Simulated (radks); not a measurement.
Effect of the nuclear size on the terbium ion Tb4+, [Xe] 4f7. Method: Dirac Kohn-Sham, exchange-only LDA, spin-unpolarised, spherical densities, finite nucleus; open shells fill j = l - 1/2 first; Fermi nuclear charge, rms radius 5.06 fm; computed with a radial shooting solver on a logarithmic mesh with Libxc functionals. The rms radius is varied about that value; shifts are against it.

rms radius (fm)  total energy shift (eV)  density at nucleus (e/bohr^3)  1s1/2 shift (meV)  2s1/2 shift (meV)  4p1/2 shift (meV)  5s1/2 shift (meV)  5p1/2 shift (meV)  4f7/2 shift (meV)  6s1/2 (empty) shift (meV)
4.215                              -6.90                      7.176e+05              -2840               -369              0.472              -3.29              0.168              0.538                     -0.708
4.8829                             -1.52                      6.904e+05               -627              -81.4              0.104             -0.726              0.037              0.119                     -0.156
5.06                                   0                       6.84e+05              0.000              0.000              0.000              0.000              0.000              0.000                      0.000
5.4699                              3.68                      6.701e+05               1510                197             -0.251               1.75             -0.090             -0.287                      0.377
5.9556                              8.31                      6.553e+05               3420                444             -0.566               3.96             -0.202             -0.647                      0.852

Slopes of the eigenvalues against <r^2> in GHz/fm^2, as finite differences over the two radii next to the reference (eigenvalue slopes, not the field-shift constants of lines): 1s1/2 85200, 2s1/2 11100, 4p1/2 -14.1, 5s1/2 98.7, 5p1/2 -5.04, 4f7/2 -16.1, 6s1/2 (empty) 21.2.
